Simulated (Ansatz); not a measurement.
Consider the cleavage of the Si–Si bond: `[SiH3][SiH2][SiH2][GeH3]` + `N[SiH2]F` → `F[SiH2]N[SiH3]` + `[SiH3][SiH2][GeH3]`.

Computed with Ansatz on PBE0-D4/def2-TZVP structures; ΔE is electronic, products minus reactants. CCSD(T)/CBS adds triple-zeta CCSD(T) − MP2 to the extrapolated MP2 energy (def2 sets, frozen cores). This one scheme is used for every species. DFT in def2-TZVPP. B3LYP here is the variant with VWN-RPA as its local correlation; programs differ in this. For Ge outer-core shells are correlated without core-valence functions, which leaves a few kJ/mol of doubt a bond. Scalar relativity is left out up to krypton. One conformer a species, not always the lowest.

| level | ΔE (kJ/mol) | difference from CCSD(T)/CBS |
| --- | --- | --- |
| LDA (SPW92) | -25.4 | 17.2 |
| B97M-V | -35.8 | 6.8 |
| B3LYP-D4 | -40.9 | 1.7 |
| r2SCAN0-D4 | -38.1 | 4.5 |
| BHLYP-D4 | -47.8 | -5.2 |
| HF/def2-TZVPP | -63.0 | -20.4 |
| MP2/def2-TZVPP | -48.8 | -6.2 |
| CCSD/def2-TZVPP | -46.4 | -3.8 |
| CCSD(T)/def2-TZVPP | -43.6 | -1.0 |
| HF/def2-QZVPP | -64.7 | -22.1 |
| CCSD(T)/CBS | -42.6 | 0 |

Largest T1 diagnostic among the species: 0.013.

From PBE to PBE0 (25 % exact exchange), in def2-TZVPP and without D4, ΔE moves by −5.6 kJ/mol. Leaving LDA and LC-ωPBE aside and taking each functional with its dispersion term where it has one, the values, not all of them listed here, spread over 25.3 kJ/mol, from BHLYP-D4 to PBE-D4.
